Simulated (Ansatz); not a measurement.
Ansatz (a first-principles code) input (CCSD(T)/cc-pwCVTZ):
A basis named .json is the Basis Set Exchange file of that set.

Ansatz 0.2 input:
```yaml
crystal:
  periodic: [false, false, false]
  atoms:
    - {symbol: C, position_ang: [1.39029172, 0.60540425, -0.99050038]}
    - {symbol: Si, position_ang: [-0.07665276, -0.11884377, -0.03444433]}
    - {symbol: O, position_ang: [-0.77155695, -1.40943049, -0.56885293]}
    - {symbol: O, position_ang: [-1.12664399, 1.21745901, 0.07024429]}
    - {symbol: O, position_ang: [0.57383275, -0.30194342, 1.52840228]}
    - {symbol: H, position_ang: [1.09233027, 0.87291274, -2.00794995]}
    - {symbol: H, position_ang: [1.77634366, 1.50590952, -0.50237936]}
    - {symbol: H, position_ang: [2.20490130, -0.12118678, -1.05392083]}
    - {symbol: H, position_ang: [-2.01083176, 0.87865130, -0.09959596]}
    - {symbol: H, position_ang: [0.26359042, -1.15358031, 1.85071996]}
basis:
  gaussian:
    orbitals: cc-pwCVTZ.json
total_charge: -1
magnetization: {spin_polarized: false}
correlation: {method: ccsd_t, electrons: outside_noble_gas}
```

End of the output:

```
9 core orbitals not correlated
reference -15091.49078567 eV, -554.6020569935 hartree; 16, 16 occupied and 276, 276 virtual orbitals, 1755 factors
second order -28.74729786 eV of doubles, -0.00000000 eV of singles
coupled cluster: 6.51 GiB planned
cycle   1  -28.36312380 eV  change    3.8e-1 eV  update   1.1e-1
cycle   2  -28.99979187 eV  change   -6.4e-1 eV  update   3.4e-2
cycle   3  -29.15526486 eV  change   -1.6e-1 eV  update   1.7e-2
cycle   4  -29.13874379 eV  change    1.7e-2 eV  update   4.1e-3
cycle   5  -29.13580915 eV  change    2.9e-3 eV  update   2.0e-3
cycle   6  -29.13717887 eV  change   -1.4e-3 eV  update   6.7e-4
cycle   7  -29.13689351 eV  change    2.9e-4 eV  update   2.6e-4
cycle   8  -29.13673076 eV  change    1.6e-4 eV  update   9.0e-5
cycle   9  -29.13675531 eV  change   -2.5e-5 eV  update   3.3e-5
perturbative correction -1.12339676 eV, -0.0412840693 hartree
Total energy: -15121.75093774 eV, -555.7140970711 hartree
```

It need not be the lowest isomer of its formula. Whether it binds its extra electron was not tested at this geometry.
